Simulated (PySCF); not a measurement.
# Working out the ionisation energy of Zn+

Zn+ [Ar] 3d10 4s1 (2S) → Zn(2+) [Ar] 3d10 (1S). Calculation: PySCF 2.14, in def2-SVP (5s3p2d1f, 31 functions); no relativity, point nucleus. Frozen: [Ar]. Energies in hartree (1 hartree = 27.21139 eV):

| part | Zn+ (lower) | Zn(2+) (upper) |
| --- | --- | --- |
| UHF | -1777.285125 | -1776.681259 |
| CCSD correlation | -0.239125 | -0.227240 |
| (T) | -0.006127 | -0.005334 |

Question: What does Hartree-Fock give?

Answer: (-1776.681259) − (-1777.285125) = 0.603866 hartree = 16.432 eV.

Question: What do CCSD and CCSD(T) give?

Answer: The CCSD correlation energies differ by 0.011885 hartree = 0.323 eV and the triples by 0.000793 hartree = 0.022 eV, so CCSD gives 16.755 eV and CCSD(T) 16.777 eV.

Measured between the centres of the two terms (NIST): 17.964 eV, so CCSD(T) (valence) is off by -1.187 eV.

The calculation is non-relativistic.

A double-zeta basis recovers only part of the correlation energy.

What remains against the reference includes basis incompleteness, the frozen core and higher excitations.
